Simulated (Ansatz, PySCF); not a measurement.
Process, species as SMILES: CSB(C)C [dimethyl(methylsulfanyl)borane] → [CH2]SB(C)C + H atom (the C-H bond at the site shown breaks; other sites are not compared here)
Each molecule is optimised on its own at B3LYP-D3(BJ)/def2-TZVP (Ansatz, a quantum-chemistry and plane-wave program), one conformer each, not searched for the lowest. Frequencies are from Ansatz or PySCF.

Wanted: bond dissociation energy (enthalpy at 298 K, with B3LYP-D3(BJ) rigid-rotor harmonic-oscillator terms), in kcal/mol. Correlated levels leave the core frozen unless marked. Open shells are spin-unrestricted. Spin-orbit coupling is left out. Non-relativistic. CBS marks a two-point X^-3 extrapolation of the correlation energy; Hartree-Fock from the larger set.

```csv
level,program,bond dissociation energy (kcal/mol)
r2SCAN0/def2-TZVPD,Ansatz,…
LC-wPBE-D4/def2-TZVPD,Ansatz + dftd4,92.0
B2PLYP/def2-TZVPD,Ansatz,…
PBE-QIDH/def2-TZVPD,Ansatz,92.7
SCS-MP2/6-31G*,Ansatz,91.3
SCS-MP2/cc-pV(T+d)Z,Ansatz,97.3
CCSD/cc-pV(T+d)Z,Ansatz,94.5
"CCSD(T)/CBS(cc-pV(T+d)Z,cc-pV(Q+d)Z)",Ansatz,…
```

**Question.** What belongs in the gaps?

**Answer.** 
- r2SCAN0/def2-TZVPD, bond dissociation energy (kcal/mol): 90.2
- B2PLYP/def2-TZVPD, bond dissociation energy (kcal/mol): 92.8
- CCSD(T)/CBS(cc-pV(T+d)Z,cc-pV(Q+d)Z), bond dissociation energy (kcal/mol): 95.9
